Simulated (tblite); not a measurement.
Compound: C7H8N4.
Numbering: `[CH3:1][n:2]1[n:3][c:4]([C:5]#[N:6])[c:7]([CH:8]2[CH2:9][CH2:10]2)[n:11]1` (hydrogens: H12, H13, H14 on C1; H15 on C8; H16, H17 on C9; H18, H19 on C10)

Computed geometry: GFN2-xTB, gas phase.

Question: Give the optimised bond lengths and angles.

Answer: 
```
                  bond  length (Å)     order
                 C1–N2       1.430    single
                 N2–N3       1.302  aromatic
                 N3–C4       1.335  aromatic
                 C4–C5       1.401    single
                 C5≡N6       1.147    triple
                 C4–C7       1.419  aromatic
                 C7–C8       1.458    single
         C8–C9, C8–C10       1.508    single
                C9–C10       1.489    single
                C7–N11       1.328  aromatic
                N2–N11       1.315  aromatic
C1–H12, C1–H13, C1–H14       1.090    single
                C8–H15       1.083    single
       C9–H16, C10–H18       1.079    single
       C9–H17, C10–H19       1.079    single
```

Bonds in one row agree within 0.01 Å and their mean is given. Orders are formal, as drawn. A selection of angles:
```
    angle  degrees
 C1–N2–N3    122.3
C1–N2–N11    122.4
N3–N2–N11    115.3
 N2–N3–C4    104.8
 N3–C4–C5    124.8
 N3–C4–C7    107.7
 C5–C4–C7    127.5
 C4–C5–N6    177.1
 C4–C7–C8    128.1
C4–C7–N11    106.9
C8–C7–N11    125.0
 C7–C8–C9    119.2
C9–C8–C10     59.2
C8–C9–C10     60.4
N2–N11–C7    105.3
```

Torsions: C4–C7–C8–C9 -145° (anticlinal); C7–C8–C9–C10 -108° (anticlinal); C7–C8–C10–C9 109° (anticlinal). The mirror-image conformer, all signs reversed, is as good.

The C–N distances run from 1.147 Å (C5≡N6, drawn triple) to 1.430 Å (C1–N2, drawn single), a spread of 0.283 Å. N11 (pyridine-type nitrogen) is bent (angle 105.3°). The C–C distances run from 1.401 Å (C4–C5, drawn single) to 1.509 Å (C8–C9, drawn single), a spread of 0.108 Å. N2 (pyrrole-type nitrogen) is planar (angles 122.4°, 122.3° and 115.3°, sum 360.0°, 0.01 Å off the plane of its three neighbours). Of the pairs four or more bonds apart, C5···H15 is among the closest relative to their van der Waals radii: 2.83 Å, 98 % of the sum of Bondi's values. The 5-membered ring N2–N3–C4–C7–N11 has internal angles of 104.8° to 115.3° (sum 540°, against 540° for a flat polygon); it is planar, 0.00 Å rms from its mean plane, widest ring torsion 0°. N3 (pyridine-type nitrogen) is bent (angle 104.8°).

Its GFN2-xTB frequencies are all real (lowest 37 cm⁻¹). One conformer, not necessarily the lowest. 2 starts were optimised and ended at 0.00 and 0.02 kcal/mol (GFN2-xTB); the lowest of these is shown.

Time: 1.5 s wall. Hardware: one thread of an Arm Neoverse N1, no GPU, shared host with 64 logical CPUs at a one-minute load of 27. This is the geometry optimisation.
